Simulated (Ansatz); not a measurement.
Harmonic vibrations of CH$_{4}$SnTe, SMILES `[CH2]1[SnH2][Te]1` by finite differences.

```yaml
crystal:
  periodic: [false, false, false]
  atoms:
    - {symbol: C, position_ang: [-0.772733, -0.462934, -0.589856]}
    - {symbol: Sn, position_ang: [0.749220, 0.602905, 0.428299]}
    - {symbol: Te, position_ang: [-0.147737, -1.856380, 1.006668]}
    - {symbol: H, position_ang: [-0.549450, -0.845291, -1.579319]}
    - {symbol: H, position_ang: [-1.796417, -0.128656, -0.465655]}
    - {symbol: H, position_ang: [0.305789, 1.876452, 1.455344]}
    - {symbol: H, position_ang: [2.272628, 0.746003, -0.301181]}
basis:
  gaussian: {orbitals: def2-TZVP}
hamiltonian: {xc: pbe0, dispersion: d4}
phonons: {temperatures: {t_min: 298.15, t_max: 900, t_step: 200}}
```

```sh
$ ansatz run in.yaml --threads 2 --pin off --events-out ev --progress --plain --max-ram 4352MiB
```

Shortened log:

```
Functional definition: PBE0
mean field -14225.92487961 eV, -522.7930966475 hartree, gradient 3.4e-5 eV, S^2 0.000000; 0 other end points of the search recorded, 0 dependent functions left out
mean field -14225.92472612 eV, -522.7930910069 hartree, gradient 2.3e-6 eV, S^2 0.000000; 0 other end points of the search recorded, 0 dependent functions left out
mean field -14225.92475111 eV, -522.7930919253 hartree, gradient 2.3e-6 eV, S^2 0.000000; 0 other end points of the search recorded, 0 dependent functions left out
mean field -14225.92481741 eV, -522.7930943615 hartree, gradient 2.3e-6 eV, S^2 0.000000; 0 other end points of the search recorded, 0 dependent functions left out
mean field -14225.92483053 eV, -522.7930948437 hartree, gradient 2.3e-6 eV, S^2 0.000000; 0 other end points of the search recorded, 0 dependent functions left out
mean field -14225.92473948 eV, -522.7930914979 hartree, gradient 2.3e-6 eV, S^2 0.000000; 0 other end points of the search recorded, 0 dependent functions left out
mean field -14225.92475926 eV, -522.7930922246 hartree, gradient 2.3e-6 eV, S^2 0.000000; 0 other end points of the search recorded, 0 dependent functions left out
mean field -14225.92481695 eV, -522.7930943447 hartree, gradient 2.3e-6 eV, S^2 0.000000; 0 other end points of the search recorded, 0 dependent functions left out
mean field -14225.92480232 eV, -522.7930938072 hartree, gradient 2.3e-6 eV, S^2 0.000000; 0 other end points of the search recorded, 0 dependent functions left out
mean field -14225.92482409 eV, -522.7930946073 hartree, gradient 2.3e-6 eV, S^2 0.000000; 0 other end points of the search recorded, 0 dependent functions left out
mean field -14225.92480877 eV, -522.7930940443 hartree, gradient 2.3e-6 eV, S^2 0.000000; 0 other end points of the search recorded, 0 dependent functions left out
mean field -14225.92484170 eV, -522.7930952544 hartree, gradient 2.3e-6 eV, S^2 0.000000; 0 other end points of the search recorded, 0 dependent functions left out
mean field -14225.92483445 eV, -522.7930949879 hartree, gradient 2.3e-6 eV, S^2 0.000000; 0 other end points of the search recorded, 0 dependent functions left out
mean field -14225.92486158 eV, -522.7930959850 hartree, gradient 2.3e-6 eV, S^2 0.000000; 0 other end points of the search recorded, 0 dependent functions left out
mean field -14225.92487698 eV, -522.7930965508 hartree, gradient 2.3e-6 eV, S^2 0.000000; 0 other end points of the search recorded, 0 dependent functions left out
mean field -14225.92481582 eV, -522.7930943033 hartree, gradient 2.3e-6 eV, S^2 0.000000; 0 other end points of the search recorded, 0 dependent functions left out
mean field -14225.92486821 eV, -522.7930962284 hartree, gradient 2.3e-6 eV, S^2 0.000000; 0 other end points of the search recorded, 0 dependent functions left out
mean field -14225.92486644 eV, -522.7930961633 hartree, gradient 2.3e-6 eV, S^2 0.000000; 0 other end points of the search recorded, 0 dependent functions left out
mean field -14225.92485022 eV, -522.7930955673 hartree, gradient 2.3e-6 eV, S^2 0.000000; 0 other end points of the search recorded, 0 dependent functions left out
mean field -14225.92485983 eV, -522.7930959205 hartree, gradient 2.3e-6 eV, S^2 0.000000; 0 other end points of the search recorded, 0 dependent functions left out
mean field -14225.92486593 eV, -522.7930961446 hartree, gradient 2.3e-6 eV, S^2 0.000000; 0 other end points of the search recorded, 0 dependent functions left out
mean field -14225.92485770 eV, -522.7930958422 hartree, gradient 2.3e-6 eV, S^2 0.000000; 0 other end points of the search recorded, 0 dependent functions left out
mean field -14225.92485779 eV, -522.7930958455 hartree, gradient 2.3e-6 eV, S^2 0.000000; 0 other end points of the search recorded, 0 dependent functions left out
mean field -14225.92478662 eV, -522.7930932300 hartree, gradient 2.3e-6 eV, S^2 0.000000; 0 other end points of the search recorded, 0 dependent functions left out
mean field -14225.92478944 eV, -522.7930933337 hartree, gradient 2.3e-6 eV, S^2 0.000000; 0 other end points of the search recorded, 0 dependent functions left out
mean field -14225.92478055 eV, -522.7930930072 hartree, gradient 2.3e-6 eV, S^2 0.000000; 0 other end points of the search recorded, 0 dependent functions left out
mean field -14225.92478261 eV, -522.7930930828 hartree, gradient 2.3e-6 eV, S^2 0.000000; 0 other end points of the search recorded, 0 dependent functions left out
mean field -14225.92486076 eV, -522.7930959549 hartree, gradient 2.3e-6 eV, S^2 0.000000; 0 other end points of the search recorded, 0 dependent functions left out
mean field -14225.92486250 eV, -522.7930960188 hartree, gradient 2.3e-6 eV, S^2 0.000000; 0 other end points of the search recorded, 0 dependent functions left out
mean field -14225.92486260 eV, -522.7930960225 hartree, gradient 2.3e-6 eV, S^2 0.000000; 0 other end points of the search recorded, 0 dependent functions left out
mean field -14225.92486825 eV, -522.7930962301 hartree, gradient 2.3e-6 eV, S^2 0.000000; 0 other end points of the search recorded, 0 dependent functions left out
mean field -14225.92487555 eV, -522.7930964982 hartree, gradient 2.3e-6 eV, S^2 0.000000; 0 other end points of the search recorded, 0 dependent functions left out
mean field -14225.92487112 eV, -522.7930963353 hartree, gradient 2.3e-6 eV, S^2 0.000000; 0 other end points of the search recorded, 0 dependent functions left out
mean field -14225.92487043 eV, -522.7930963100 hartree, gradient 2.3e-6 eV, S^2 0.000000; 0 other end points of the search recorded, 0 dependent functions left out
mean field -14225.92483700 eV, -522.7930950816 hartree, gradient 2.3e-6 eV, S^2 0.000000; 0 other end points of the search recorded, 0 dependent functions left out
mean field -14225.92486840 eV, -522.7930962354 hartree, gradient 2.3e-6 eV, S^2 0.000000; 0 other end points of the search recorded, 0 dependent functions left out
mean field -14225.92485450 eV, -522.7930957246 hartree, gradient 2.3e-6 eV, S^2 0.000000; 0 other end points of the search recorded, 0 dependent functions left out
mean field -14225.92485775 eV, -522.7930958439 hartree, gradient 2.3e-6 eV, S^2 0.000000; 0 other end points of the search recorded, 0 dependent functions left out
mean field -14225.92482820 eV, -522.7930947581 hartree, gradient 2.3e-6 eV, S^2 0.000000; 0 other end points of the search recorded, 0 dependent functions left out
mean field -14225.92488550 eV, -522.7930968638 hartree, gradient 2.3e-6 eV, S^2 0.000000; 0 other end points of the search recorded, 0 dependent functions left out
mean field -14225.92486689 eV, -522.7930961798 hartree, gradient 2.3e-6 eV, S^2 0.000000; 0 other end points of the search recorded, 0 dependent functions left out
mean field -14225.92486480 eV, -522.7930961033 hartree, gradient 2.3e-6 eV, S^2 0.000000; 0 other end points of the search recorded, 0 dependent functions left out
mean field -14225.92487386 eV, -522.7930964362 hartree, gradient 2.3e-6 eV, S^2 0.000000; 0 other end points of the search recorded, 0 dependent functions left out
Total energy: -14226.07894524 eV, -522.7987584551 hartree
Atom 0 at    -0.772733    -0.462934    -0.589856 Å, force    -0.000205    -0.000321    -0.000028 eV/Å
Atom 1 at     0.749220     0.602905     0.428299 Å, force     0.000113     0.000347     0.000014 eV/Å
Atom 2 at    -0.147737    -1.856380     1.006668 Å, force    -0.000134    -0.000044    -0.000167 eV/Å
Atom 3 at    -0.549450    -0.845291    -1.579319 Å, force     0.000105    -0.000052     0.000066 eV/Å
Atom 4 at    -1.796417    -0.128656    -0.465655 Å, force     0.000232     0.000133     0.000109 eV/Å
Atom 5 at     0.305789     1.876452     1.455344 Å, force    -0.000072     0.000017     0.000087 eV/Å
Atom 6 at     2.272628     0.746003    -0.301181 Å, force    -0.000038    -0.000080    -0.000081 eV/Å
Dipole moment:     0.052599     0.386203    -0.189661 e Å
Vibrations: 203.61 395.10 402.19 412.01 452.43 602.05 679.55 709.81 868.72 905.74 1380.73 1967.23 1975.80 3143.21 3243.18 cm⁻¹, zero-point energy 1.075027 eV
```

It took 53 s on 2 threads of an AMD EPYC 9R45 on a shared host, with 0.39 GiB of host memory at the peak.
